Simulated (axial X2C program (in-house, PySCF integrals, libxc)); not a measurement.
Correcting the dissociation energy of BeCl for spin–orbit coupling

A spin-free CCSD(T) curve (one-electron X2C) was computed with an in-house relativistic program for diatomic molecules, basis Cl dyall-av3z [9s8p3d2f], Be dyall-cv3z [8s8p3d1f] (cores contracted in-house), for the state M_S = 1/2, Λ = 0 (beyond evenly filled blocks: σα). It gives D0 = 3.775 eV to Cl + Be, which in a spin-free picture are the weighted means of the ground terms.

Correlated methods: 9 electrons correlated (number of frozen shells: Cl 2 s, 1 p; Be 1 s), 175 virtual spin orbitals or spinors in MP2, 89 natural virtuals in coupled cluster.

Measured levels of the ground terms (NIST Handbook of Basic Atomic Spectroscopic Data), in cm⁻¹: Cl 2P: J = 3/2 at 0, J = 1/2 at 882.4; Be 1S: J = 0 at 0.

The molecular state has Λ = 0, so it has no first-order lowering.

**Question.** How far does each ground level lie under the (2J+1)-weighted mean of its term?

**Answer.** Cl: (4 × 0 + 2 × 882.4)/6 = 294 cm⁻¹; Be: a single level, 0.

**Question.** Correct D0.

**Answer.** D0 = 3.775 + (0 − 294)/8065.5 = 3.739 eV at CCSD(T) with these spin–orbit terms.

Second-order spin–orbit effects in the molecule, which grow quickly with Z, are left out. One determinant describes the state; a PBE0 search over occupations chose it and may have missed a lower one. De is counted from the lowest determinant-based energies of the atoms at the same level, without counterpoise correction. CCSD and (T) use frozen natural virtuals with an MP2 correction for the truncation; (T) itself is uncorrected, so its De runs slightly low.
